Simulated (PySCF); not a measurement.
C5H9FGe (SMILES C=[CH][Ge]([CH3])([F])[CH]=C), singlet, at a GFN2-xTB geometry, with bond 15-7 at 1.4 times its length; PySCF with SA2-CASSCF(2,4)/STO-3G.

Input for PySCF:
```python
from pyscf import gto, scf, mcscf
import numpy

mol = gto.Mole()
mol.atom = '''
    C     2.38467340   -0.23566676    1.38967230
    C     1.85260586    0.38767041    0.35302655
    Ge   -0.02590654    0.18259331   -0.21719403
    C    -1.13566423    1.82978018   -0.15585068
    F     0.15649949   -0.10136594   -1.97344542
    C    -0.89545139   -1.47152743    0.41528784
    C    -2.01175944   -1.50391307    1.12178044
    H     1.80438203   -0.90479648    2.00659206
    H     3.41912623   -0.10724940    1.67314899
    H     2.46011662    1.05064870   -0.24946640
    H    -2.09471883    1.64439603   -0.63082378
    H    -0.63351054    2.63023771   -0.69149514
    H    -1.30173342    2.14576581    0.86899460
    H    -0.40795802   -2.39639570    0.13514582
    H    -2.64871783   -2.80082264    1.56895105
    H    -2.52488555   -0.60108206    1.41443451
'''
mol.basis = 'sto-3g'
mol.verbose = 4
mol.build()

mf = scf.RHF(mol)
mf.kernel()
mc = mcscf.CASSCF(mf, 4, 2)
mc.fix_spin_(ss=0.0)
mc = mc.state_average_([0.5, 0.5])
mc.kernel()
```

Problem. Predict the main parts of the log of this PySCF run.

Solution. 
```
PySCF version 2.14.0

[INPUT] verbose = 4
[INPUT] num. atoms = 16
[INPUT] num. electrons = 80
[INPUT] charge = 0
[INPUT] spin (= nelec alpha-beta = 2S) = 0
[INPUT] symmetry False subgroup None
[INPUT] Mole.unit = angstrom
[INPUT] Symbol           X                Y                Z      unit          X                Y                Z       unit  Magmom
[...]
nuclear repulsion = 546.615268447554
number of shells = 35
number of NR pGTOs = 171
number of NR cGTOs = 57
basis = sto-3g
ecp = {}

******** <class 'pyscf.scf.hf.RHF'> ********
method = RHF
initial guess = minao
damping factor = 0
level_shift factor = 0
DIIS = <class 'pyscf.scf.diis.CDIIS'>
diis_start_cycle = 1
diis_space = 8
diis_damp = 0
SCF conv_tol = 1e-09
SCF conv_tol_grad = None
SCF max_cycles = 50
direct_scf = True
direct_scf_tol = 1e-13
Set gradient conv threshold to 3.16228e-05
Initial guess from minao.
init E= -2339.74433904156
[...]
cycle= 1 E= -2341.73256775503  delta_E= -1.99  |g|= 0.623  |ddm|= 4.79
[...]
cycle= 2 E= -2341.91271127932  delta_E= -0.18  |g|= 0.212  |ddm|= 1.31
[...]
cycle= 3 E= -2341.92634765093  delta_E= -0.0136  |g|= 0.0741  |ddm|= 0.339
[...]
cycle= 4 E= -2341.92870200496  delta_E= -0.00235  |g|= 0.019  |ddm|= 0.122
[...]
cycle= 5 E= -2341.92889947554  delta_E= -0.000197  |g|= 0.00479  |ddm|= 0.0415
[...]
cycle= 6 E= -2341.92891482615  delta_E= -1.54e-05  |g|= 0.00203  |ddm|= 0.0118
[...]
cycle= 7 E= -2341.92891684019  delta_E= -2.01e-06  |g|= 0.000697  |ddm|= 0.00417
[...]
cycle= 8 E= -2341.92891708454  delta_E= -2.44e-07  |g|= 0.000168  |ddm|= 0.00146
[...]
cycle= 9 E= -2341.9289171034  delta_E= -1.89e-08  |g|= 3.13e-05  |ddm|= 0.000451
[...]
cycle= 10 E= -2341.92891710408  delta_E= -6.79e-10  |g|= 6.21e-06  |ddm|= 8.72e-05
[...]
Extra cycle  E= -2341.92891710409  delta_E= -1.18e-11  |g|= 2.39e-06  |ddm|= 1.17e-05
converged SCF energy = -2341.92891710409

******** <class 'pyscf.mcscf.addons.StateAverageCASSCF'> ********
CAS (1e+1e, 4o), ncore = 39, nvir = 14
max_cycle_macro = 50
max_cycle_micro = 4
conv_tol = 1e-07
conv_tol_grad = None
orbital rotation max_stepsize = 0.02
orbital rotation threshold for CI restart = 0.01
augmented hessian ah_max_cycle = 30
augmented hessian ah_conv_tol = 1e-12
augmented hessian ah_linear dependence = 1e-14
augmented hessian ah_level shift = 1e-08
augmented hessian ah_start_tol = 2.5
augmented hessian ah_start_cycle = 3
augmented hessian ah_grad_trust_region = 3
kf_trust_region = 3
kf_interval = 4
ci_response_space = 4
[...]
CASCI E = -2341.71615734300  S^2 = 0.0000000
[...]
               |grad[o]|=0.0971  |ddm|=0.0662  |maxRot[o]|=0.313
macro iter   2 ( 21 JK    4 micro), CASSCF E = -2341.75265511862  dE = -2.29960712e-02  S^2 = 0.0000000
               |grad[o]|=0.093  |ddm|=0.109  |maxRot[o]|=0.312
macro iter   3 ( 21 JK    4 micro), CASSCF E = -2341.77720295527  dE = -2.45478367e-02  S^2 = 0.0000000
               |grad[o]|=0.0744  |ddm|=0.0904  |maxRot[o]|=0.263
macro iter   4 ( 21 JK    4 micro), CASSCF E = -2341.78919658782  dE = -1.19936325e-02  S^2 = 0.0000000
               |grad[o]|=0.043  |ddm|=0.0674  |maxRot[o]|=0.159
macro iter   5 ( 13 JK    4 micro), CASSCF E = -2341.79024110333  dE = -1.04451551e-03  S^2 = 0.0000000
               |grad[o]|=0.0136  |ddm|=0.0153  |maxRot[o]|=0.0535
macro iter   6 ( 10 JK    3 micro), CASSCF E = -2341.79024733827  dE = -6.23494043e-06  S^2 = 0.0000000
               |grad[o]|=0.00103  |ddm|=0.00107  |maxRot[o]|=0.00441
macro iter   7 ( 21 JK    4 micro), CASSCF E = -2341.79029475961  dE = -4.74213361e-05  S^2 = 0.0000000
               |grad[o]|=0.000204  |ddm|=0.000556  |maxRot[o]|=0.252
macro iter   8 ( 21 JK    4 micro), CASSCF E = -2341.79037645030  dE = -8.16906950e-05  S^2 = 0.0000000
               |grad[o]|=0.000252  |ddm|=0.000387  |maxRot[o]|=0.304
macro iter   9 ( 21 JK    4 micro), CASSCF E = -2341.79042137807  dE = -4.49277668e-05  S^2 = 0.0000000
               |grad[o]|=0.000296  |ddm|=0.00037  |maxRot[o]|=0.297
macro iter  10 (  9 JK    2 micro), CASSCF E = -2341.79042161619  dE = -2.38122084e-07  S^2 = 0.0000000
               |grad[o]|=0.00025  |ddm|=6.17e-05  |maxRot[o]|=0.011
macro iter  11 (  6 JK    1 micro), CASSCF E = -2341.79042271414  dE = -1.09794837e-06  S^2 = 0.0000000
               |grad[o]|=0.000151  |ddm|=3.59e-05  |maxRot[o]|=0.0292
macro iter  12 (  3 JK    1 micro), CASSCF E = -2341.79042271663  dE = -2.48519427e-09  S^2 = 0.0000000
               |grad[o]|=3.25e-05  |ddm|=1.5e-05  |maxRot[o]|=0.000103
1-step CASSCF converged in  12 macro (188 JK  39 micro) steps
CASSCF canonicalization
Density matrix diagonal elements [1.42845628 0.23822054 0.25419034 0.07913283]
CASSCF energy = -2341.79042271663
CASCI E = -2341.79042271663  E(CI) = -1.06016370677662  S^2 = 0.0000000
CASCI state-averaged energy = -2341.79042271663
CASCI energy for each state
  State 0 weight 0.5  E = -2341.95351898447 S^2 = 0.0000000
  State 1 weight 0.5  E = -2341.62732644878 S^2 = 0.0000000
```
